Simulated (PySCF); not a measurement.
## Structure elucidation problem

An unknown has the formula C5H8OSi. Its calculated NMR data are:

1H NMR (400 MHz, computed): δ 5.95 (m, 1H), 5.36 (m, 1H), 5.33 (m, 1H), 4.36 (s, 3H), 2.83 (d, 2H).

13C{1H} NMR (computed): δ 183.4, 147.2, 121.8, 33.5, 4.4.

A single conformation, equivalent nuclei averaged, non-relativistic, no solvent. Coordinates at the GFN2-xTB level; σ from GIAO-PBE0/pcSseg-1; PySCF.

References, each an isolated molecule treated in the same way: 1H (σref 31.72) and 13C (σref 186.93) vs TMS.

**Question.** Which of these isomers gave the spectra?
A. C=C1C=CO[SiH2]C1
B. [SiH3]Cc1ccoc1
C. C=C1CC=CO[SiH2]1
D. C=CCC([SiH3])=C=O
E. C=C1CO[SiH2]C1=C
F. C=C1CC=C[SiH2]O1

**Answer.** D. 

1. The formula gives 3 degrees of unsaturation (no ring in the answer).
2. 5 carbon signals for 5 carbons: no two carbons are equivalent.
3. Carbon types of the structure: 2 × C, 1 × CH, 2 × CH2, leaving 3 H on heteroatoms.
4. δC 183.4: central carbon of a ketene.
5. δC 147.2: alkene CH; as expected for a trigonal carbon in a double bond.
6. δC 121.8: terminal =CH2 carbon; as expected for a trigonal carbon in a double bond.
7. δC 33.5: allylic sp3 CH2; saturated and bonded to C and H only.
8. δH 5.36, 5.33: hydrogen on a terminal =CH2 carbon; attached to an sp2 carbon and in the plane of the double bond.

The others: C=C1CC=CO[SiH2]1 would give 6 signals for carbon-bound and other non-exchanging H, not 5; C=C1C=CO[SiH2]C1 would give 6 signals for carbon-bound and other non-exchanging H, not 5; [SiH3]Cc1ccoc1 has carbons computed at 148.2, 142.9, 129.9, 118.1, 8.7, with a different DEPT pattern; C=C1CO[SiH2]C1=C would give 6 signals for carbon-bound and other non-exchanging H, not 5; C=C1CC=C[SiH2]O1 would give 6 signals for carbon-bound and other non-exchanging H, not 5.

Shifts are as computed. Against solution values, carbons near 30 ppm lie about +3 ppm off and those near 130 ppm about +5 ppm. Of 1309 compounds with measured shifts, 239 miss one by over three times the rms of a fit or turn the order of signals round; such compounds aren't used in these exercises. No couplings were computed; multiplicities are counted from neighbouring protons, with m where these are inequivalent, close in shift, in a saturated or five-membered ring or joined by F or P, and br s for small geminal =CH2 splittings.
